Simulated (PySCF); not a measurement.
Isomers of C8H15PS, one conformer each; single-point electronic energies without zero-point terms and without any empirical dispersion term.

Computed with PySCF at PBE0/pcSseg-1, non-relativistic, each on one gas-phase PBE0-D3(BJ)/def2-SVP geometry that isn't relaxed in the solvent. The solvent is an IEF-PCM continuum (van der Waals radii × 1.2). Only the electrostatic response of the medium enters.

| isomer | relative energy, gas (kcal/mol) | dipole (D) |
| --- | --- | --- |
| `CCC1=C(C)CC[P@@]1(C)=S` | 0.0 | 5.41 |
| `C=C[P@@](=S)(C(=C)C)C(C)C` | 31.9 | 4.18 |

Q: How do the relative energies look in chloroform (ε = 4.711)?

A: 
```
                     isomer  relative energy, solvent (kcal/mol)  E(solvent) − E(gas) (kcal/mol)  dipole in solvent (D)
   `CCC1=C(C)CC[P@@]1(C)=S`                                  0.0                            -6.4                   7.21
`C=C[P@@](=S)(C(=C)C)C(C)C`                                 33.0                            -5.3                   5.72
```

The order is unchanged. Conformers: `[CH3:1][CH2:2][C:3]1=[C:4]([CH3:5])[CH2:6][CH2:7][P@@:8]1([CH3:9])=[S:10]` with C1–C2–C3–C4 -88°, C3–C4–C6–C7 -15°, C4–C6–C7–P8 21°, C6–C7–P8–C9 88°, C2–C3–P8–C7 -167°; `[CH2:1]=[CH:2][P@@:3](=[S:4])([C:5](=[CH2:6])[CH3:7])[CH:8]([CH3:9])[CH3:10]` with C1–C2–P3–S4 0°, C2–P3–C5–C6 48°, C2–P3–C8–C9 65°. `CCC1=C(C)CC[P@@]1(C)=S` gains most from the continuum, and it has the largest gas-phase dipole. The gains span 1.1 kcal/mol, the gas-phase energies 31.9 kcal/mol.
